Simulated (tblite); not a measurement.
C4H10AlFO.
Bonds: C1–C2, C2–C3, C3–C4, C4–O5, O5–Al6, Al6–F7. Hydrogens: H8, H9, H10 on C1; H11, H12 on C2; H13, H14 on C3; H15, H16 on C4; H17 on Al6.

Computed with GFN2-xTB (tblite), gas phase: L-BFGS steps from a force-field or distance-geometry start until the largest atomic force falls under 0.01 eV/Å.

Geometry at step 3:
```
atom  x, y, z in Å
C1     -2.5921   -0.8406    0.0667
C2     -1.0656   -0.8914    0.1530
C3     -0.6036    0.5388    0.4104
C4      0.9078    0.7257    0.5422
O5      1.7414    0.2300   -0.5462
Al6     3.3568    0.4106   -0.1129
F7      4.3055   -0.8501    0.3473
H8     -2.8939    0.1961    0.0116
H9     -3.0155   -1.2917    0.9476
H10    -2.9498   -1.3354   -0.8216
H11    -0.7446   -1.5346    0.9696
H12    -0.6306   -1.2714   -0.7616
H13    -1.0061    1.1943   -0.3675
H14    -1.0213    0.8690    1.3649
H15     1.2426    0.2232    1.4572
H16     1.0955    1.7892    0.6477
H17     3.8665    1.8504    0.3313
```

Q: Give the atomic forces at this geometry.

A: 
```json
{"atom": "C1", "Fx (eV/Å)": "0.280", "Fy (eV/Å)": "-0.114", "Fz (eV/Å)": "-0.079"}
{"atom": "C2", "Fx (eV/Å)": "-0.087", "Fy (eV/Å)": "0.346", "Fz (eV/Å)": "0.103"}
{"atom": "C3", "Fx (eV/Å)": "0.479", "Fy (eV/Å)": "-0.027", "Fz (eV/Å)": "-0.181"}
{"atom": "C4", "Fx (eV/Å)": "0.127", "Fy (eV/Å)": "-0.252", "Fz (eV/Å)": "-0.290"}
{"atom": "O5", "Fx (eV/Å)": "-0.414", "Fy (eV/Å)": "0.278", "Fz (eV/Å)": "0.644"}
{"atom": "Al6", "Fx (eV/Å)": "0.021", "Fy (eV/Å)": "0.734", "Fz (eV/Å)": "0.283"}
{"atom": "F7", "Fx (eV/Å)": "0.168", "Fy (eV/Å)": "-0.086", "Fz (eV/Å)": "-0.146"}
{"atom": "H8", "Fx (eV/Å)": "-0.324", "Fy (eV/Å)": "0.082", "Fz (eV/Å)": "0.022"}
{"atom": "H9", "Fx (eV/Å)": "-0.352", "Fy (eV/Å)": "-0.110", "Fz (eV/Å)": "0.136"}
{"atom": "H10", "Fx (eV/Å)": "-0.191", "Fy (eV/Å)": "-0.259", "Fz (eV/Å)": "-0.105"}
{"atom": "H11", "Fx (eV/Å)": "0.068", "Fy (eV/Å)": "-0.050", "Fz (eV/Å)": "0.029"}
{"atom": "H12", "Fx (eV/Å)": "0.137", "Fy (eV/Å)": "0.006", "Fz (eV/Å)": "-0.211"}
{"atom": "H13", "Fx (eV/Å)": "0.213", "Fy (eV/Å)": "-0.088", "Fz (eV/Å)": "-0.061"}
{"atom": "H14", "Fx (eV/Å)": "0.003", "Fy (eV/Å)": "0.061", "Fz (eV/Å)": "-0.005"}
{"atom": "H15", "Fx (eV/Å)": "-0.020", "Fy (eV/Å)": "0.047", "Fz (eV/Å)": "0.083"}
{"atom": "H16", "Fx (eV/Å)": "0.113", "Fy (eV/Å)": "0.251", "Fz (eV/Å)": "0.146"}
{"atom": "H17", "Fx (eV/Å)": "-0.222", "Fy (eV/Å)": "-0.820", "Fz (eV/Å)": "-0.370"}
```

The largest, 0.93 eV/Å, acts on H17; the rms over all components is 0.261 eV/Å. The forces sum to zero within rounding, as they must for an isolated molecule in no field.

Q: Give the force on H17 in Eh/bohr and in nN.

A: 0.927 eV/Å ÷ 51.422 = 0.01802 Eh/bohr, and 0.927 eV/Å × 1.602 = 1.48 nN.

Q: How far is this geometry from the end of the optimisation?

A: 1.066 eV above it, and 1.026 Å rms away after alignment. The bonds farthest from their final lengths, with half the difference of the two atoms' forces along the bond (positive lengthens):

```json
{"bond": "Al6–H17", "now (Å)": "1.591", "final (Å)": "1.493", "force along bond (eV/Å)": "-0.83"}
{"bond": "C4–O5", "now (Å)": "1.458", "final (Å)": "1.398", "force along bond (eV/Å)": "-0.59"}
{"bond": "O5–Al6", "now (Å)": "1.682", "final (Å)": "1.638", "force along bond (eV/Å)": "+0.19"}
{"bond": "C2–H12", "now (Å)": "1.082", "final (Å)": "1.094", "force along bond (eV/Å)": "+0.24"}
{"bond": "C4–H16", "now (Å)": "1.085", "final (Å)": "1.097", "force along bond (eV/Å)": "+0.27"}
{"bond": "C1–H9", "now (Å)": "1.076", "final (Å)": "1.088", "force along bond (eV/Å)": "+0.21"}
```

The angle farthest from its final value is C4–O5–Al6, 108.7° against 173.0°.

Of the 6 listed bonds off by 0.010 Å or more, this force points towards the final length in 5.

The cost below is that of the whole relaxation. The run took 1.3 s wall on Arm Neoverse N1, one thread, shared host with 64 logical CPUs at a one-minute load of 58.
